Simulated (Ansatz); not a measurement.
Consider the cleavage of the Si–Si bond: `O[SiH](S)[SiH2][SiH3]` + `O[Si]Br` → `[SiH3]O[Si]Br` + `O[SiH]([SiH3])S`.

Calculated with Ansatz (gas phase, PBE0-D4/def2-TZVP geometries, no zero-point term in ΔE). CCSD(T)/CBS is the MP2 limit (def2-TZVPP, def2-QZVPP) plus CCSD(T) − MP2 in def2-TZVPP, frozen cores. DFT in def2-TZVPP. HSE06 is defined as in plane-wave codes. For Br outer-core shells are correlated without core-valence functions, which leaves a few kJ/mol of doubt a bond. Scalar relativity is left out up to krypton. Each species was taken in one conformer, which may not be the lowest.

`O[SiH](S)[SiH2][SiH3]`:

```xyz
13

O     0.612   -1.112    2.560
Si   -0.243   -0.435    1.326
S    -1.695   -1.772    0.477
Si    1.261    0.129   -0.365
Si    0.068    1.161   -2.093
H     0.119   -1.564    3.248
H    -1.025    0.741    1.800
H    -2.731   -1.250    1.152
H     1.919   -1.109   -0.870
H     2.309    1.045    0.165
H     0.994    1.720   -3.114
H    -0.833    0.175   -2.745
H    -0.754    2.272   -1.542
```

`O[Si]Br`:

Cartesian coordinates in Å:
```
O 0.911 -0.169 0.618
Si 0.187 -0.906 -0.650
Br -1.630 0.449 -0.975
H 0.531 0.626 1.007
```

`[SiH3]O[Si]Br`:

```xyz
7

Si   -0.182   -0.791    0.476
O     1.020    0.304    0.123
Si    1.361    1.670   -0.691
Br   -0.659    2.149   -1.666
H    -1.301   -0.097    1.156
H    -0.652   -1.431   -0.775
H     0.413   -1.805    1.377
```

`O[SiH]([SiH3])S`:

```xyz
10

O    -0.880    1.371    1.031
Si    0.111    0.123    0.614
Si   -0.769   -0.786   -1.349
S     2.124    0.757    0.214
H    -0.562    1.988    1.693
H     0.222   -0.867    1.720
H    -0.072   -2.066   -1.643
H    -0.546    0.159   -2.477
H    -2.227   -1.044   -1.210
H     2.598    0.366    1.408
```

Q: Is it downhill or uphill in electronic energy at CCSD(T)/CBS, and by how much? (Estimate.)

A: Ansatz gave: Downhill: ΔE = -0.93 eV.

Q: What do these levels give: LDA (SPW92), HSE06-D4, ωB97X-V, r2SCAN0, CCSD(T)/def2-SVP, SCS-MP2/def2-QZVPP? (Estimate.)

A: Ansatz gave: LDA (SPW92) -0.66, HSE06-D4 -0.72, ωB97X-V -0.89, r2SCAN0 -0.87, CCSD(T)/def2-SVP -0.88, SCS-MP2/def2-QZVPP -1.06 eV.

Q: What do rigid-rotor, harmonic-oscillator terms from PBE0-D4/def2-TZVP frequencies (298.15 K, 1 bar) make of the CCSD(T)/CBS value? (Estimate.)

A: Ansatz gave: ΔZPE = -0.03 eV, ΔH = -0.97 eV, ΔS = -5 J/(mol·K), ΔG = -0.95 eV. Modes under 50 cm⁻¹ make the entropy rough.

Largest T1 diagnostic among the species: 0.013.

From PBE to PBE0 (25 % exact exchange), in def2-TZVPP and without D4, ΔE moves by −0.08 eV. At CCSD(T), def2-SVP lies +0.05 eV from the extrapolated value and def2-TZVPP −0.00 eV. Leaving LDA and LC-ωPBE aside and taking each functional with its dispersion term where it has one, the values, not all of them listed here, spread over 0.39 eV, from BHLYP-D4 to PBE-D4.
